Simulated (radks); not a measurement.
Results of a calculation; reference values are marked as such.
Problem. These are the eigenvalues of the occupied orbitals of an atom or ion with whole-number occupations (hartree). Level of theory: scalar-relativistic Kohn-Sham, LDA (Slater exchange, Perdew-Wang correlation), spin-unpolarised, spherical densities, point nucleus (a radial shooting solver on a logarithmic mesh with Libxc functionals).

1s: -217.0573
2s: -25.94664
2p: -22.07858
3s: -4.12795
3p: -3.07617
3d: -1.44782

Which element is it, and in what charge state? The configuration may be excited.

Solution. Z = 24, chromium, charge +3: Cr3+ in [Ar] 3d3. The list shows which subshells hold electrons but not how many an open one holds; the 1s level, -217.06 hartree, gives Z - s = 20.8 by -(Z - s)^2/2, which with screening and relativity narrows Z to a few neighbours, and the depths of the outer levels then fix element, charge and occupations together.
